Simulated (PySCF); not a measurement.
HfO, SMILES [O]=[Hf], multiplicity 1.

Geometry: PBE0-D3(BJ)/def2-TZVPD. The spin state was assumed, not searched. The def2 effective core potentials stand for the cores of Hf; spin–orbit coupling is left out.

The numbers are results of r2SCAN/def2-TZVPD (PySCF), not measurements.

Computed frontier levels, gap, dipole moment and polarisability:
The highest occupied level is -5.16 eV and the lowest empty level is -3.33 eV. The orbital gap comes out as 1.82 eV and the dipole moment comes out as 3.22 D. The quadrupole, principal values (traceless, Buckingham form, about the centre of nuclear charge) is -4.94, 2.47, 2.47 D·Å and the mean static polarisability is 88.4 bohr³ (13.10 Å³). The polarisability, principal values is 79.2, 93.0, 93.0 bohr³.
